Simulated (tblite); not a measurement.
C₄H₅FO₃Si.
Z-matrix (Å and degrees, GFN2-xTB geometry), rows numbered from 1:
```
O 
C   1  1.2242
C   2  1.4121  1  123.30
C   3  1.3392  2  146.88  1    -9.35
O   4  1.2699  3  150.41  2     2.96
Si  5  1.7220  4  124.76  3     1.85
O   6  1.5871  5  111.47  4    11.40
C   4  1.4819  3   63.68  2  -174.11
F   8  1.3794  3  118.92  4  -105.42
H   2  1.0998  1  120.56  3  -179.76
H   6  1.4507  5   99.91  4   127.90
H   6  1.4548  5  100.69  4  -110.86
H   7  0.9936  6  129.70  5   -24.07
H   8  1.0847  3  124.00  4   110.23
```

Computed with GFN2-xTB (tblite): harmonic, unscaled wavenumbers at the GFN2-xTB geometry, gas phase. Against measured fundamentals such values can be off by several per cent, at times by over 20. Modes of hydrogen on silicon can be 10 to 20 % off. One conformer, not necessarily the lowest.

Harmonic wavenumbers (cm⁻¹): 49.7, 85.4, 119.8, 167.9, 196.2, 212.6, 234.7, 313.1, 419.0, 434.5, 533.7, 563.5, 585.7, 608.7, 628.5, 719.4, 763.7, 785.5, 871.7, 895.0, 908.2, 946.8, 958.9, 972.1, 1035.2, 1184.5, 1255.5, 1339.0, 1443.2, 1638.3, 1880.2, 2327.9, 2372.8, 2806.3, 2861.5, 3008.6.

A = 1909, B = 1072, C = 719.1 MHz; mass 147.999 u (most abundant isotopes); point group C1, symmetry number 1.

Problem. Zero-point energy?

Solution. ½Σν̃ = 18064 cm⁻¹ = 216.09 kJ/mol.

Problem. Entropy at 350 K, 1 bar (ideal gas, RRHO, classical rotation)?

Solution. Translation 174.51, rotation 126.56, vibration 135.47: S = 436.5 J/(mol K).

Problem. And Cp and H(350 K) − H(0)?

Solution. Cp = 172.05 J/(mol K), of which vibrations give 138.79 (their classical limit is 36 R = 299.3); H(350 K) − H(0) = 36.79 kJ/mol without the zero-point energy, 25.15 from vibrations.

Problem. What must be added to the electronic energy to get the Gibbs energy at 350 K and 1 bar?

Solution. ZPE + [H(350 K) − H(0)] − T·S = 216.09 + 36.79 − 152.79 = 100.09 kJ/mol.

Problem. Blend soft modes into free rotors: weight 1/[1 + (100 cm⁻¹/ν̃)⁴] for the oscillator and the rest for a rotor with moment μB/(μ + B), μ = h/(8π²ν), B = 10⁻⁴⁴ kg m². What vibrational entropy results?

Solution. 126.40 J/(mol K) in place of 135.47, which changes −T·S at 350 K by +3.17 kJ/mol.

Hindered rotation and anharmonicity are outside this model. Other conformers, if any are populated, would add a mixing term that is left out. The structure is chiral; the term R ln 2 for an equal mix with its mirror image is left out.

Hardware: one thread of an Arm Neoverse N1, no GPU, shared host with 64 logical CPUs at a one-minute load of 55. Cost: 0.8 s. This covers the Hessian and the dipole derivatives.
